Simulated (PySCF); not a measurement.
Ligand exchange on a metal centre used in film growth or etching (Zn CH3-SH). Isolated molecules, 0 K electronic values unless said otherwise. One relaxed conformer stands for each flexible species; it need not be the lowest.

All values below come from TPSSh-D3(BJ)/def2-TZVP // TPSS-D3(BJ)/def2-SVP in PySCF 2.14.0. 

```tsv
species	HOMO (eV)	mean distance from the central atom to its bonded neighbours (Å)	LUMO (eV)	charge on the central atom (meta-Löwdin) (e)	charge on the central atom (Mulliken) (e)
0 of 2 CH3 replaced by SH ([Zn(CH3)2])	-6.51	1.952	-0.10	1.04	0.35
1 of 2 CH3 replaced by SH ([Zn(CH3)(SH)])	-6.45	2.071	-0.66	1.05	0.36
2 of 2 CH3 replaced by SH ([Zn(SH)2])	-6.85	2.181	-1.40	1.09	0.39
```
